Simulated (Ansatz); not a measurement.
Hf(Me)2(H)2 (C2H8Hf), SMILES [HfH2]([CH3])[CH3], multiplicity 1.

Geometry optimised at r2SCAN-D4/def2-SVP. The multiplicity is an assumed one; no other spin state was optimised. The structure was generated by enumeration; whether it is a known compound was not checked. The def2 effective core potentials stand for the cores of Hf; spin–orbit coupling is left out.

Two levels are set side by side: PBE/def2-SVPD (Ansatz, a quantum-chemistry and plane-wave program) and PBE0/def2-SVPD (Ansatz). Energy differences of separate SCF runs at the same geometry; the states with an electron removed or added have multiplicity 2 and 2. Differences are taken from unrounded values.

```
quantity                           PBE0   PBE  PBE minus PBE0
---------------------------------  ----  ----  --------------
vertical ionisation energy (eV)    9.70  9.31           -0.39
vertical singlet–triplet gap (eV)  4.28  3.98           -0.30
```
